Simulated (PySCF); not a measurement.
From one molecule to another.

First species: AlCl2Me, CH₃AlCl₂.
SMILES: `[CH3][Al]([Cl])[Cl]`

Second species: C₅H₁₂FGaO.
SMILES: `FC[C@H]1CC[O+]([GaH3-])C1`

Levels: wB97X-D/def2-SVPD for HOMO energy, LUMO energy, HOMO–LUMO gap and static isotropic polarisability; TDDFT wB97X-D/def2-SVPD for lowest singlet excitation; TDA wB97X-D/def2-SVPD for lowest triplet excitation (Tamm–Dancoff). Geometries: PBE0-D3(BJ)/def2-SVP. All species are isolated and taken at one optimised geometry, non-relativistic unless stated; the electronic structure was computed with PySCF and density fitting.

```tsv
property	column X	column Y
HOMO energy	-10.86 eV	-9.28 eV
LUMO energy	0.65 eV	1.72 eV
HOMO–LUMO gap	11.51 eV	11.00 eV
lowest singlet excitation	6.78 eV	6.55 eV
lowest triplet excitation (Tamm–Dancoff)	6.44 eV	6.22 eV
static isotropic polarisability	63.1 au	96.0 au
```

(1) Which column belongs to which species?

(2) How does each property change from the first species to the second?

Results:

(1) Column X is the first species and column Y the second. The first has 7 atoms and 56 electrons, the second 20 and 90.

(2) HOMO energy +1.58 eV; LUMO energy +1.07 eV; HOMO–LUMO gap -0.51 eV; lowest singlet excitation -0.23 eV; lowest triplet excitation (Tamm–Dancoff) -0.22 eV; static isotropic polarisability +32.9 au.

On the first: The principal polarisabilities are 51.7, 68.6 and 69.2 au; their mean is the isotropic value. No computed singlet falls in the visible range (750 to 380 nm, 1.65 to 3.26 eV); S1 lies 3.52 eV above its blue end.

On the second: The principal polarisabilities are 86.8, 95.6 and 105.4 au; their mean is the isotropic value. The vertical singlet–triplet gap S1 − T1 is 0.33 eV (TDDFT singlet less Tamm–Dancoff triplet; S1: HOMO→LUMO+1, weight 0.83; T1: HOMO→LUMO+1, weight 0.79). The calculation is non-relativistic and has no spin–orbit coupling, an omission that weighs most on gallium.
